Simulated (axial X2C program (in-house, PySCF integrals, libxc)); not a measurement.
**What spin–orbit coupling does to TiIn**

Computed with an in-house all-electron X2C program for linear molecules (integrals from PySCF). Spin-free means the one-electron spin-free X2C Hamiltonian; two-component (2c) means X2C with spin–orbit coupling and atomic mean-field two-electron Coulomb and Gaunt terms, so the difference of the two also holds small scalar two-electron terms. Basis: In dyall-cv3z [11s12p9d4f1g], Ti dyall-cv3z [10s10p6d4f2g] (cores contracted in-house); Gaussian nuclei, density fitting, unrestricted open shells. Masses: In 114.904 u, Ti 47.948 u.

Spin-free state: M_S = 3/2, Λ = 2 (beyond evenly filled blocks: π+α, π-α, δ+α); fragments In + Ti.

```csv
level,Re (Å),ωe (cm⁻¹),De (eV),μ (D)
PBE0,2.878,163.9,1.223,1.09
```

Dipoles are positive if Ti is the positive end.

Two-component determinant lowest at the distance of the search:

Ω = 1/2 (⟨Sz⟩ = -1.51, ⟨Lz⟩ = 2.01 at PBE0); fragments In + Ti.

| level | Re (Å) | ωe (cm⁻¹) | μ (D) |
| --- | --- | --- | --- |
| PBE0 | 2.879 | 163.5 | 1.12 |

**Question.** From the two tables, how do the constants change at the PBE0 level (2c against spin-free)?

**Answer.** At the PBE0 level Re is unchanged within 0.001 Å and ωe falls by 0.4 cm⁻¹.

Occupations by symmetry block were frozen at the best pattern of an incomplete PBE0 search. Dissociation energies refer to the lowest single-determinant-based atoms at the same level and basis. De is not given where an atomic determinant may have missed its ground term or J level, or where the truncated virtual space spoils (T). Density functionals use the spin component along the axis (collinear). Other states lie close and PBE0, whose exact exchange favours high spin, may order them wrongly; the determinant shown need not be the ground state. The nearest other spin-free determinant of the search, M_S = 5/2, Λ = 2, lies 0.22 eV up at the distance of the search. Without a current term, density functionals place determinants with orbital angular momentum somewhat too high. With several unpaired electrons one determinant need not be a pure state. The determinant is spin-polarised beyond a pure state at some levels (its spin-free form has ⟨S²⟩ too high), which makes Re and μ there less reliable.
